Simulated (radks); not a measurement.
Polarisabilities and homonuclear dispersion coefficients (atomic units). Calculated with a radial shooting solver on a logarithmic mesh with Libxc functionals: scalar-relativistic Kohn-Sham, PBE, spin-unpolarised, spherical densities, finite nucleus; Fermi nuclear charge, rms radius of each element as measured or else 0.836 A^(1/3) + 0.57 fm. Response by self-consistent Sternheimer equations with the Hartree and adiabatic LDA kernel, the relativistic mass of each level held fixed and spin-orbit coupling left out. "Uncoupled" leaves out the induced potential. Quadrupole and octupole values are given only where no p, d or f shell is open.

species  configuration  alpha1 (bohr^3)  alpha1, uncoupled  alpha2 (bohr^5)  alpha3 (bohr^7)     C6      C8  recommended alpha1
Ca            [Ar] 4s2            152.4              284.9             3381            78180   2066  234200         160.8 +/- 4
Ca+           [Ar] 4s1            68.38              91.30             1567            10950  471.0   32570                   -
Ca2+              [Ar]            3.331              5.226            7.445            35.36  11.02   140.7                   -
Ca3+      [Ne] 3s2 3p5            2.529              4.064                -                -  6.805       -                   -
Ca4+      [Ne] 3s2 3p4            2.009              3.294                -                -  4.380       -                   -
Ca5+      [Ne] 3s2 3p3            1.652              2.747                -                -  2.900       -                   -
Ca6+      [Ne] 3s2 3p2            1.398              2.340                -                -  1.962       -                   -

Recommended values: Schwerdtfeger and Nagle, table of static dipole polarisabilities (2023 update), measured or computed.

Beside tabulated values, note that spin-unpolarised runs miss the spin-polarisation part of the exchange energy of open shells.
